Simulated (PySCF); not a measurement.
First SCF of a structure search on singlet GeO₂, at a hand-made bent geometry. PySCF input:

```python
from pyscf import gto, scf, dft
mol = gto.M(atom='''
Ge     0.000000     0.000000     0.000000
O      1.376200     0.000000     0.963600
O     -1.376200     0.000000     0.963600''',
    basis={'Ge': 'def2-TZVP', 'O': 'def2-TZVP'},
    charge=0, spin=0)
mf = dft.RKS(mol, xc='PBE0')
mf.grids.atom_grid = (50, 194)
aux = {'Ge': 'def2-universal-JKFIT', 'O': 'def2-universal-JKFIT'}
mf = mf.density_fit(auxbasis=aux)
mf.conv_tol = 1e-08
mf.diis_space = 10
mf.max_cycle = 60
mf.init_guess = 'minao'
mf.verbose = 4
mf.kernel()
```

Excerpt of the output (cycles and frontier levels):

```
init E= -2226.49894102872
  HOMO = -0.40362701506892  LUMO = -0.246229927137243  gap/eV = 4.28299
cycle= 1 E= -2226.45682816412  delta_E= 0.0421  |g|= 1.56  |ddm|=    2
  HOMO = -0.0734387116555164  LUMO = -0.0504848009824778  gap/eV = 0.62461
cycle= 2 E= -2222.33914774221  delta_E= 4.12  |g|= 4.31  |ddm|= 3.55
  HOMO = -0.295067760020486  LUMO = -0.225191027571427  gap/eV = 1.90144
cycle= 3 E= -2226.96417068951  delta_E= -4.63  |g|= 0.284  |ddm|= 2.95
  HOMO = -0.279330350963271  LUMO = -0.210106923416994  gap/eV = 1.88367
cycle= 4 E= -2226.93921929295  delta_E= 0.025  |g|= 0.413  |ddm|= 0.461
  HOMO = -0.307632345597064  LUMO = -0.217406316355813  gap/eV = 2.45518
cycle= 5 E= -2226.97552881282  delta_E= -0.0363  |g|= 0.111  |ddm|= 0.191
  HOMO = -0.314439384034177  LUMO = -0.214223708035028  gap/eV = 2.72701
cycle= 6 E= -2226.9785255514  delta_E= -0.003  |g|= 0.0256  |ddm|= 0.0699
  HOMO = -0.316644401560729  LUMO = -0.2150191681229  gap/eV = 2.76536
cycle= 7 E= -2226.97865904027  delta_E= -0.000133  |g|= 0.00259  |ddm|= 0.0144
  HOMO = -0.316681098700091  LUMO = -0.214893058340039  gap/eV = 2.76979
cycle= 8 E= -2226.97866137719  delta_E= -2.34e-06  |g|= 0.000622  |ddm|= 0.00267
  HOMO = -0.316699500535212  LUMO = -0.214881860930412  gap/eV = 2.77060
cycle= 9 E= -2226.97866162522  delta_E= -2.48e-07  |g|= 0.00016  |ddm|= 0.00139
  HOMO = -0.316698628954485  LUMO = -0.214876235721725  gap/eV = 2.77073
cycle= 10 E= -2226.97866163429  delta_E= -9.08e-09  |g|= 3.35e-05  |ddm|= 0.00023
  HOMO = -0.316710459219243  LUMO = -0.214885440244871  gap/eV = 2.77080
Extra cycle  E= -2226.97866163402  delta_E= 2.74e-10  |g|= 5.25e-05  |ddm|= 4.82e-05
converged SCF energy = -2226.97866163402
```

No lower solution of this spin was found by a stability analysis within the restricted form, which does not test spin polarisation.

The search for the lowest solution, with the stability check, took 5.3 s on 2 threads of a shared Arm Neoverse V2 host, with 110 basis functions; the process peaked at 0.34 GiB.
